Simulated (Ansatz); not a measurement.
CH$_{7}$BFNSi, relaxed with RKS PBE-D4/def2-SVP in Ansatz from a rough embedded geometry. The force threshold is 0.03 eV/Å; the program also tests the step.

Total charge 0; spin multiplicity 1. The bonds changed during the relaxation, so this is another structure than the one it started from.

Start:

```xyz
12

B    -0.806   -0.984    1.583
Si   -0.599   -0.847   -0.320
F     0.474   -2.015   -0.821
C     0.125    0.859   -0.711
N     1.345    1.094   -0.096
H     0.035   -0.825    2.351
H    -1.925   -1.192    2.045
H    -1.852   -1.050   -0.971
H    -0.674    1.569   -0.396
H     0.185    0.902   -1.851
H     2.050    0.442   -0.545
H     1.644    2.047   -0.267
```

```json
{"step": "1", "energy (eV)": "-13893.2677", "largest force (eV/Å)": "2.728", "largest move (Å)": "0.000"}
{"step": "2", "energy (eV)": "-13893.6460", "largest force (eV/Å)": "1.057", "largest move (Å)": "0.144"}
{"step": "3", "energy (eV)": "-13893.7072", "largest force (eV/Å)": "0.320", "largest move (Å)": "0.152"}
{"step": "4 (rejected)", "energy (eV)": "-13893.6988", "largest force (eV/Å)": "0.732", "largest move (Å)": "0.193"}
{"step": "5", "energy (eV)": "-13893.7261", "largest force (eV/Å)": "0.160", "largest move (Å)": "0.094"}
{"step": "6", "energy (eV)": "-13893.7420", "largest force (eV/Å)": "0.138", "largest move (Å)": "0.100"}
{"step": "7", "energy (eV)": "-13893.7651", "largest force (eV/Å)": "0.217", "largest move (Å)": "0.146"}
{"step": "8", "energy (eV)": "-13893.7930", "largest force (eV/Å)": "0.288", "largest move (Å)": "0.196"}
{"step": "9", "energy (eV)": "-13893.8234", "largest force (eV/Å)": "0.183", "largest move (Å)": "0.151"}
{"step": "10", "energy (eV)": "-13893.8511", "largest force (eV/Å)": "0.487", "largest move (Å)": "0.198"}
{"step": "11", "energy (eV)": "-13893.8712", "largest force (eV/Å)": "0.618", "largest move (Å)": "0.199"}
{"step": "12", "energy (eV)": "-13893.9360", "largest force (eV/Å)": "0.408", "largest move (Å)": "0.145"}
{"step": "13", "energy (eV)": "-13894.0690", "largest force (eV/Å)": "0.418", "largest move (Å)": "0.196"}
{"step": "14", "energy (eV)": "-13894.2501", "largest force (eV/Å)": "0.587", "largest move (Å)": "0.195"}
{"step": "15", "energy (eV)": "-13894.4978", "largest force (eV/Å)": "0.858", "largest move (Å)": "0.194"}
{"step": "16", "energy (eV)": "-13894.7381", "largest force (eV/Å)": "1.109", "largest move (Å)": "0.194"}
{"step": "17", "energy (eV)": "-13894.8824", "largest force (eV/Å)": "0.773", "largest move (Å)": "0.195"}
{"step": "18 (rejected)", "energy (eV)": "-13894.8315", "largest force (eV/Å)": "1.195", "largest move (Å)": "0.200"}
{"step": "19", "energy (eV)": "-13894.9412", "largest force (eV/Å)": "0.147", "largest move (Å)": "0.097"}
{"step": "20", "energy (eV)": "-13894.9474", "largest force (eV/Å)": "0.204", "largest move (Å)": "0.052"}
{"step": "21", "energy (eV)": "-13894.9522", "largest force (eV/Å)": "0.125", "largest move (Å)": "0.062"}
{"step": "22", "energy (eV)": "-13894.9531", "largest force (eV/Å)": "0.092", "largest move (Å)": "0.031"}
{"step": "23", "energy (eV)": "-13894.9536", "largest force (eV/Å)": "0.035", "largest move (Å)": "0.008"}
{"step": "24", "energy (eV)": "-13894.9537", "largest force (eV/Å)": "0.008", "largest move (Å)": "0.004"}
```

End:

```xyz
12

B    -0.080   -0.422    1.267
Si   -0.689   -1.096   -0.540
F     0.217   -2.199   -1.387
C    -0.017    0.693   -0.928
N     0.741    0.731    0.385
H     0.661   -1.009    2.043
H    -1.029    0.153    1.798
H    -2.100   -1.308   -1.031
H    -0.842    1.430   -0.866
H     0.623    0.947   -1.797
H     1.709    0.413    0.240
H     0.805    1.667    0.816
```

Run time 29 s (4 threads of an AMD EPYC 7R43 on a shared host); peak host memory 0.2 GiB.
